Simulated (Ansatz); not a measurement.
A nudged elastic band was laid between two geometries of Cl2GeH2O + FH (8 atoms, charge 0, multiplicity 1).

All numbers below come from RKS PBE/def2-SVP in Ansatz 0.2.0.

```
movable images  : 7
climbing image  : yes
spring          : 5.0 eV/Å²
optimiser       : quadratic models (default)
start path      : through a guess of the saddle point
force threshold : 0.2 eV/Å
iteration limit : 60
end points      : relaxed
```

Image 0:

```xyz
8
Properties=species:S:1:pos:R:3
Ge -0.147 -0.096 -0.076
O -0.110 0.010 1.730
H -0.986 -0.161 2.129
H 1.287 0.029 -0.594
Cl -1.505 1.388 -0.856
Cl -0.987 -2.038 -0.545
F 1.334 2.046 1.314
H 0.810 1.414 1.804
```

Image 8:

```xyz
8
Properties=species:S:1:pos:R:3
Ge -0.128 0.515 -0.275
O 0.754 -0.201 2.058
H -0.013 -0.743 2.332
H 1.283 -0.029 -0.526
Cl -0.829 1.364 -2.147
Cl -1.674 -0.916 0.272
F -0.230 1.912 0.797
H 0.533 0.691 2.396
```

Problem. What changes between the two ends?

Solution. Bonds broken: Ge1–O2, F7–H8. Bonds formed: Ge1–F7, O2–H8. Cl2GeH2O + FH becomes Cl2FGeH + H2O.

Problem. Give the energies along the band, and the barrier.

Solution. The run converged. The highest image is number 4 of 0 to 8, 9.8 kcal/mol above the first end and 15.8 kcal/mol above the last; the last end lies 6.0 kcal/mol below the first. The threshold of 0.2 eV/Å is loose, so the images may lie well off the minimum-energy path. Another band between the same ends (7 images) ends at a top of the same energy, where a vibrational analysis finds 1 clearly imaginary mode. The orbitals stay closed-shell, which can raise the energy where a bond breaks towards radicals; this wasn't checked here.

| image | path coordinate (Å) | energy (kcal/mol) | Ge1–O2 (Å) | F7–H8 (Å) | Ge1–F7 (Å) |
| --- | --- | --- | --- | --- | --- |
| 0 | 0.00 | 0.0 | 1.81 | 0.96 | 2.95 |
| 1 | 0.32 | 0.2 | 1.81 | 0.96 | 2.80 |
| 2 | 0.65 | 1.9 | 1.84 | 0.98 | 2.51 |
| 3 | 0.97 | 6.5 | 1.89 | 1.05 | 2.24 |
| 4 | 1.30 | 9.8 | 1.99 | 1.29 | 2.02 |
| 5 | 1.99 | 5.5 | 2.24 | 1.77 | 1.83 |
| 6 | 2.68 | 1.9 | 2.37 | 1.86 | 1.80 |
| 7 | 3.37 | -3.4 | 2.51 | 1.96 | 1.78 |
| 8 | 4.07 | -6.0 | 2.59 | 2.15 | 1.76 |

Problem. What is the geometry of the highest image?

Solution. 
```xyz
8
Properties=species:S:1:pos:R:3:forces:R:3
Ge 0.118 0.206 -0.056 -0.02 0.05 0.00
O 0.002 -0.012 1.915 0.03 0.01 0.00
H -0.905 -0.176 2.248 0.04 0.05 -0.02
H 1.505 -0.075 -0.650 0.02 0.00 -0.02
Cl -1.312 1.521 -1.011 0.01 0.06 0.00
Cl -0.965 -1.703 -0.358 0.02 -0.05 0.04
F 0.870 1.791 0.947 -0.01 -0.04 -0.06
H 0.385 1.041 1.872 -0.09 -0.08 0.06
```

The band took 11 iterations and of the order of 6 core-minutes.

Time of the run: 94 s on 4 threads of Arm Neoverse V1, on a shared host, peak memory 0.18 GiB.
